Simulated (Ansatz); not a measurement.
A nudged elastic band was laid between two geometries of CH5Ga + FH (9 atoms, charge 0, multiplicity 1).

Method: Ansatz 0.2.0, RHF/def2-SVP.

| Quantity | Value |
| --- | --- |
| movable images | 5 |
| climbing image | yes |
| spring | 5.0 eV/Å² |
| optimiser | quadratic models (default) |
| start path | through a guess of the saddle point |
| force threshold | 0.05 eV/Å |
| iteration limit | 60 |
| end points | relaxed |

Initial state:

```xyz
9
Properties=species:S:1:pos:R:3
Ga 0.043 -0.197 0.049
H 0.089 -0.674 1.565
C 1.731 -0.073 -0.997
H 1.999 -1.059 -1.390
H 1.630 0.602 -1.850
H 2.566 0.270 -0.381
H -1.369 -0.119 -0.656
F 0.011 2.068 0.891
H -0.101 2.093 1.790
```

Final state:

```xyz
9
Properties=species:S:1:pos:R:3
Ga -0.084 0.513 -0.595
H 0.204 0.044 2.579
C 1.742 -0.010 -1.112
H 1.816 -1.072 -1.352
H 2.054 0.561 -1.991
H 2.445 0.220 -0.308
H -1.447 -0.248 -0.694
F -0.235 2.135 0.067
H 0.103 0.769 2.429
```

(1) Which bonds break or form, and what moves?

(2) Give the energies along the band, and the barrier.

(3) What is the geometry of the highest image?

(4) What are the harmonic wavenumbers there?

## Answers

(1) Bonds broken: Ga1–H2, F8–H9. Bonds formed: H2–H9. CH5Ga + FH becomes CH4FGa + H2.

(2) It converged. The highest image is number 2 of 0 to 6, 83.6 kJ/mol above the first end and 142.7 kJ/mol above the last; the last end lies 59.1 kJ/mol below the first. A vibrational analysis at the climbing image gives one clearly imaginary mode, 1610i cm⁻¹: a first-order saddle point. The orbitals stay closed-shell, which can raise the energy where a bond breaks towards radicals; this wasn't checked here.

```tsv
image	path coordinate (Å)	energy (kJ/mol)	Ga1–H2 (Å)	F8–H9 (Å)	H2–H9 (Å)
0	0.00	0.0	1.59	0.91	2.78
1	0.72	10.1	1.61	0.91	1.85
2	1.44	83.6	1.81	1.16	1.03
3	1.96	-13.2	2.09	1.72	0.77
4	2.47	-52.8	2.48	2.24	0.75
5	2.98	-58.9	2.92	2.70	0.75
6	3.49	-59.1	3.22	2.75	0.75
```

(3) 
```xyz
9
Properties=species:S:1:pos:R:3
Ga -0.008 0.213 -0.098
H 0.121 0.033 1.698
C 1.735 -0.018 -0.986
H 1.915 -1.068 -1.228
H 1.765 0.547 -1.920
H 2.546 0.333 -0.347
H -1.461 -0.145 -0.539
F -0.060 1.966 0.869
H 0.047 1.050 1.574
```

(4) 1610i, 56, 155, 356, 468, 595, 603, 679, 800, 824, 1069, 1354, 1357, 1553, 1555, 1825, 1929, 2096, 3171, 3260, 3277 cm⁻¹.

The run took 110 s on 1 thread of Arm Neoverse V2 (shared host), peak memory 0.17 GiB.
